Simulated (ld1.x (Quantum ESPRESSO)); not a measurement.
**u(r) = r·R(r): atom against pseudo-atom (nickel (Ni))**

Columns: radius, all-electron u(r) and pseudo u(r) of the 3s shell (level -111.06 eV) of nickel in the configuration [Ne] 3s2 3p6 3d8 4s2 4p0; PBE, scalar-relativistic, TM scheme, ld1.x (Quantum ESPRESSO) 7.5.

```csv
r (bohr),all-electron,pseudo
0.080,-0.1225,0.1580
0.160,-0.6894,0.3210
0.240,-0.4281,0.4933
0.320,0.1495,0.6769
0.400,0.6859,0.8668
0.480,1.0541,1.0459
0.560,1.2462,1.1856
0.640,1.2994,1.2557
0.720,1.2591,1.2428
0.800,1.1638,1.1611
0.880,1.0414,1.0414
0.960,0.9107,0.9107
1.040,0.7830,0.7830
1.120,0.6645,0.6645
1.200,0.5584,0.5584
1.280,0.4656,0.4656
1.360,0.3857,0.3857
1.440,0.3179,0.3179
1.520,0.2610,0.2610
1.600,0.2135,0.2135
1.680,0.1741,0.1741
1.760,0.1417,0.1417
1.840,0.1151,0.1151
1.920,0.0933,0.0933
2.000,0.0755,0.0755
2.080,0.0610,0.0610
```

How many radial nodes do the two functions have?

The all-electron 3s function has n − l − 1 = 2 (the table is too coarse to show those close to the nucleus); the pseudo-wave has 0, since the states of the same l below it are removed with the core.

At about which radius was the pseudo-wave matched?

0.95 bohr, where the columns begin to agree (steps of 0.08 bohr).

Is the pseudo-wave norm-conserving?

Yes: the TM scheme keeps the norm inside the radius equal to the all-electron one, which fixes the energy derivative of the logarithmic derivative at the level.
